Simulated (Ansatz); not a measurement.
C₁₈H₁₅F₆SbTe⁺, that is triphenyltelluronium hexafluoroantimonate with one electron fewer. The state is a doublet with charge 1. Geometry PBE-D4/def2-SVP, that of the neutral singlet; atoms count from 1.

Cartesian coordinates in Å:
```
F 1.119 1.005 -5.083
Sb 2.239 0.133 -3.771
F 2.158 -1.562 -4.687
F 0.580 -0.352 -2.752
F 3.892 0.670 -4.600
F 3.174 -0.729 -2.265
F 2.169 1.769 -2.676
C -3.159 2.828 -1.159
C -2.990 2.227 0.099
C -1.818 1.510 0.387
C -0.831 1.395 -0.607
Te 0.994 0.315 -0.247
C 0.245 -1.694 -0.188
C -0.944 -2.024 0.480
C -1.377 -3.359 0.468
C -0.626 -4.338 -0.204
C 0.557 -3.988 -0.873
C 1.002 -2.656 -0.877
C 0.895 0.599 1.895
C 0.966 -0.486 2.787
C 1.011 -0.242 4.170
C 0.992 1.075 4.657
C 0.933 2.156 3.761
C 0.890 1.923 2.378
C -0.979 1.999 -1.867
C -2.155 2.718 -2.134
H -4.079 3.391 -1.379
H -3.772 2.319 0.869
H -1.678 1.065 1.384
H -1.539 -1.260 1.001
H -2.311 -3.632 0.983
H -0.971 -5.383 -0.211
H 1.140 -4.751 -1.411
H 1.912 -2.368 -1.427
H 0.981 -1.522 2.414
H 1.062 -1.091 4.869
H 1.026 1.261 5.741
H 0.921 3.191 4.139
H 0.842 2.778 1.685
H -0.193 1.917 -2.630
H -2.279 3.194 -3.118
```

In the def2 sets Sb, Te take a core potential; there is no spin–orbit coupling. Single mean-field runs in def2-TZVP are fitted with def2-universal-jkfit.

Estimate the Mulliken populations of the heavy atoms from the PBE0/def2-TZVP orbitals of Ansatz.


```
atom  charge (e)  spin (α − β)
  F1       -0.42          0.00
 Sb2        1.81          0.00
  F3       -0.41          0.00
  F4       -0.48          0.00
  F5       -0.40          0.00
  F6       -0.45          0.00
  F7       -0.45          0.00
  C8       -0.05          0.14
  C9       -0.14         -0.05
 C10       -0.17          0.12
 C11        0.08          0.15
Te12        0.84          0.02
 C13        0.09          0.02
 C14       -0.18          0.11
 C15       -0.09          0.03
 C16       -0.11         -0.02
 C17       -0.08          0.12
 C18       -0.18          0.04
 C19        0.04          0.05
 C20       -0.21         -0.04
 C21       -0.09          0.12
 C22       -0.09          0.06
 C23       -0.10         -0.03
 C24       -0.21          0.12
 C25       -0.16         -0.06
 C26       -0.09          0.12
```
Mulliken values depend strongly on the basis.

Where does the spin sit?

Summed by element: F 0.01, Sb 0.00, C 1.00, Te 0.02, H -0.03, of 1 unpaired in all. Largest on single atoms: C11 0.15, C8 0.14, C21 0.12.

And the Mayer bond orders between heavy atoms (over 0.3)?

F1–Sb2 0.86 (1.93 Å); Sb2–F3 0.87 (1.93 Å); Sb2–F4 0.60 (2.01 Å); Sb2–F5 0.89 (1.93 Å); Sb2–F6 0.73 (1.97 Å); Sb2–F7 0.73 (1.97 Å); C8–C9 1.40 (1.40 Å); C8–C26 1.30 (1.40 Å); C9–C10 1.45 (1.40 Å); C10–C11 1.20 (1.41 Å); C11–Te12 0.98 (2.15 Å); C11–C25 1.41 (1.41 Å); Te12–C13 0.94 (2.14 Å); Te12–C19 0.94 (2.16 Å); C13–C14 1.28 (1.40 Å); C13–C18 1.42 (1.40 Å); C14–C15 1.37 (1.40 Å); C15–C16 1.44 (1.40 Å); C16–C17 1.38 (1.40 Å); C17–C18 1.36 (1.40 Å); C19–C20 1.38 (1.41 Å); C19–C24 1.28 (1.41 Å); C20–C21 1.42 (1.41 Å); C21–C22 1.34 (1.40 Å); C22–C23 1.44 (1.41 Å); C23–C24 1.41 (1.40 Å); C25–C26 1.44 (1.40 Å).
